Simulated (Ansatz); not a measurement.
`C=C(C)C(=O)OC1(C)CCOC(=O)C1` from Hartree–Fock to CCSD(T)

```xyz
28

C    -0.1543    2.2159   -3.1560
C    -0.3484    1.8810   -1.8840
C    -1.2601    2.6145   -0.9561
C     0.3925    0.6867   -1.3836
O     1.0935   -0.0228   -2.0572
O     0.1693    0.5112   -0.0702
C     0.7137   -0.6297    0.6410
C     2.2294   -0.6255    0.6016
C     0.1860   -0.4455    2.0748
C    -0.8439   -1.4933    2.4419
O    -1.8329   -1.6360    1.4273
C    -1.3814   -1.9012    0.1839
O    -2.1554   -2.0873   -0.7075
C     0.1181   -1.9043    0.0426
H     0.5146    1.6345   -3.7785
H    -0.6601    3.0673   -3.5961
H    -2.0381    1.9524   -0.5682
H    -1.7373    3.4485   -1.4714
H    -0.7166    3.0033   -0.0916
H     2.6024   -0.7742   -0.4093
H     2.6072   -1.4247    1.2434
H     2.6079    0.3247    0.9857
H    -0.2562    0.5491    2.1485
H     1.0085   -0.4918    2.7926
H    -1.3872   -1.2152    3.3444
H    -0.3732   -2.4657    2.6264
H     0.5284   -2.7633    0.5834
H     0.3739   -2.0084   -1.0079
```

The species carries charge 0 and has multiplicity 1. The structure was optimised at the PBE0-D4/def2-TZVP level. It is one conformer, not always the lowest. Frozen core, restricted reference, the Gaussian-basis code of Ansatz. CBS rows extrapolate triple and quadruple zeta; past MP2 they add the triple-zeta difference.

```
     basis     HF (Eh)  MP2 corr.  CCSD corr.       (T)  CCSD(T) total
  def2-SVP  -685.77818   -2.07379    -2.17071  -0.07581     -688.02470
def2-TZVPP  -686.56319   -2.56546    -2.62794  -0.11922     -689.31035
def2-QZVPP  -686.59314   -2.74354           –         –              –
 CBS(def2)  -686.59726   -2.87545    -2.93793     as TZ     -689.65441
```
